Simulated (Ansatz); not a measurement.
`S[SiH](Cl)[O][GaH2]` at its PBE0-D4/def2-TZVP geometry, where that method's forces vanish. The species carries charge 0 and has multiplicity 1.

```xyz
9

S     1.9622    0.7796    1.0294
Si   -0.1247    0.9844    0.6474
Cl   -1.0093    0.2536    2.3540
O    -0.6005    0.1678   -0.6547
Ga   -0.6509   -1.5736   -1.1210
H     2.3003    1.3613   -0.1359
H    -0.5153    2.3987    0.4967
H    -0.3429   -2.6032    0.0029
H    -1.0190   -1.7686   -2.6187
```

(1) What forces (eV/Å) does ωB97M-V/def2-TZVPP give on these atoms in the Gaussian-basis code of Ansatz? (Best estimate.)

Results:

(1) Computed: 
```
S1   0.024  0.027 -0.075
Si2 -0.017  0.269 -0.016
Cl3 -0.023 -0.033  0.038
O4  -0.002  0.022 -0.012
Ga5 -0.020 -0.183 -0.079
H6  -0.026 -0.037  0.073
H7   0.053 -0.172  0.023
H8  -0.025  0.096 -0.096
H9   0.036  0.011  0.144
```
